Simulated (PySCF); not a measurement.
W(OH)4(H)2 (H6O4W), SMILES [OH][WH2]([OH])([OH])[OH], multiplicity 1.

The structure is a stationary point at PBE0-D3(BJ)/def2-SVP. The spin state was assumed, not searched. The structure was generated by enumeration; whether it is a known compound was not checked. The def2 effective core potentials stand for the cores of W; spin–orbit coupling is left out. Other conformers were not sampled.

Vertical ionisation energy (IE) and electron affinity (EA) in eV. Rows of orbital energies are one-electron estimates. Where ΔSCF, EOM or ADC give a negative EA the extra electron is unbound and the value depends on the basis.

```tsv
level	IE	EA
−ε(HOMO), −ε(LUMO), r2SCAN/def2-TZVP (PySCF)	6.46	2.49
−ε(HOMO), −ε(LUMO), PBE/def2-TZVP (PySCF)	(withheld)	(withheld)
```

What belongs in the gaps? (An estimate is asked for; the answer gives what the named calculation found.)


- −ε(HOMO), −ε(LUMO), PBE/def2-TZVP (PySCF), IE: 6.11
- −ε(HOMO), −ε(LUMO), PBE/def2-TZVP (PySCF), EA: 2.55
